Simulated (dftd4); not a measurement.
C$_{4}$H$_{6}$Cl$_{2}$N$_{2}$Pd, triplet, geometry from GFN2-xTB (such geometries of metal compounds can be far from the true shape) (the multiplicity is a formal guess); D4 for pbe0 (dftd4).

The dftd4 input:
```
$ dftd4 mol.xyz --func pbe0 --charge 0 --json dftd4.json --noedisp

# file mol.xyz
15

Pd    -0.03044491     0.01378200     0.12827012
Cl     2.15351655    -0.22299271    -0.42090693
Cl    -1.83098355     0.08627253    -1.24198723
C      1.80784991     4.04035636     0.15574990
C      0.93291600     2.99047376     0.56825127
N      0.22819208     2.14457950     0.90265409
H      2.67737771     3.59946735    -0.33291337
H      2.13017733     4.61997832     1.02004379
H      1.28888258     4.69027162    -0.54811529
C     -1.82082537    -4.03633306     0.08045987
C     -1.15842852    -2.89672483     0.62867142
N     -0.62546410    -1.97845455     1.07214185
H     -2.49851981    -4.46516504     0.81788640
H     -1.08103519    -4.78040591    -0.21335317
H     -2.38764552    -3.72338368    -0.79713937
```

Task: Write the output that dftd4 gives for this input, abridged.

Result: 
```
                    ____  _____ _____     ____  _  _
      -------------|  _ \|  ___|_   _|---|  _ \| || |------------
     |             | | | | |_    | | ___ | | | | || |_           |
     |             | |_| |  _|   | ||___|| |_| |__   _|          |
     |             |____/|_|     |_|     |____/   |_|            |
     |             ===================================           |
     |            E. Caldeweyher, S. Ehlert & S. Grimme          |
     |          Mulliken Center for Theoretical Chemistry        |
     |                    University of Bonn                     |
      -----------------------------------------------------------

Rational (Becke-Johnson) damping: pbe0-D4-ATM
---------------------
  s6         1.0000
  s8         1.2007
  s9         1.0000
  a1         0.4009
  a2         5.0293
 alp        16.0000
--------------------

Dispersion energy:      -1.3872259570381E-02 Eh

[Info] JSON dump of results written to 'dftd4.json'
```
